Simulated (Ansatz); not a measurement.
`[OH][Hf]([F])([Cl])[Br]` + NH₃ → `[NH2][Hf]([F])([Cl])[Br]` + H₂O at 700 K and 1 bar (ligand exchange at the Hf–O bond).

Isolated molecules relaxed with PBE0-D4/def2-TZVP in Ansatz; ΔE leaves out vibrations. CCSD(T)/CBS adds triple-zeta CCSD(T) − MP2 to the extrapolated MP2 energy (def2 sets, frozen cores). This one scheme is used for every species. def2 core potentials past Kr. For Br, Hf outer-core shells are correlated without core-valence functions, which leaves a few kJ/mol of doubt a bond. Scalar relativity is left out up to krypton. One conformer a species, not always the lowest.

| species | CCSD(T)/CBS energy (Eh) | H − E (kJ/mol) | S (J/(mol·K)) |
| --- | --- | --- | --- |
| `[OH][Hf]([F])([Cl])[Br]` | -3256.87550 | 114.1 | 498.3 |
| NH₃ | -56.50880 | 116.9 | 226.5 |
| `[NH2][Hf]([F])([Cl])[Br]` | -3236.98040 | 149.7 | 509.5 |
| H₂O | -76.37941 | 80.5 | 218.4 |

H − E and S are ideal-gas, rigid-rotor, harmonic terms from PBE0-D4/def2-TZVP, for one conformer and one mirror image of each species. 1 Eh = 2625.50 kJ/mol, R = 8.31446 J/(mol·K).

Question: By hand: ΔE, ΔH, ΔS and ΔG.

Answer: ΔE = (-3236.98040) + (-76.37941) − (-3256.87550) − (-56.50880) = 0.02449 Eh = 64.3 kJ/mol. Δ(H − E) = 149.7 + 80.5 − 114.1 − 116.9 = -0.8, so ΔH = 63.5 kJ/mol. ΔS = 509.5 + 218.4 − 498.3 − 226.5 = 3.1 J/(mol·K). ΔG = 63.5 − 700 × (3.1)/1000 = 61.3 kJ/mol.

Question: By hand: the equilibrium constant, and the temperature at which ΔG would vanish if ΔH and ΔS stayed fixed.

Answer: log₁₀ K = −ΔG/(RT ln 10) = -4.6. ΔG = 0 at ΔH/ΔS = 20484 K, far beyond where these terms or the molecules hold.

The number of gas molecules stays the same, so ΔS is small and ΔH decides. A doubt of 5 kJ/mol in ΔE shifts log₁₀ K by 0.4 here. Other conformers and mirror images would add mixing entropy, several J/(mol·K) or more a flexible species. These are equilibria of isolated gas molecules and say nothing of rates. Largest T1 diagnostic: 0.014 (customary marks: 0.02 for closed shells, 0.045 for open ones).
